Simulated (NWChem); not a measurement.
Molecule: LaBr₂F; SMILES [Br][La]([Br])[F]

```xyz
4

La     0.5486    -0.0180     0.0000
F      2.6632     0.0483     0.0000
Br    -0.7891     0.0085     2.4377
Br    -0.7891     0.0085    -2.4377
```
Atoms are numbered in this order, from 1.

Computed with NWChem. Medium grid unless said otherwise, to which SCAN and Minnesota functionals are sensitive. Structure relaxed at the PBE0/def2-SVP level. Not confirmed as a minimum by frequencies. def2 effective core potentials on La; no spin-orbit coupling.

### Question
Among these, which level gives the highest value of “dipole (D)”?
A) PW6B95/def2-TZVP
B) B3LYP/def2-TZVP
C) r2SCAN/def2-TZVP
D) PBE0/def2-TZVP

### Answer
C, r2SCAN/def2-TZVP. Values: PW6B95/def2-TZVP 1.03; B3LYP/def2-TZVP 1.07; PBE0/def2-TZVP 1.07; r2SCAN/def2-TZVP 1.17
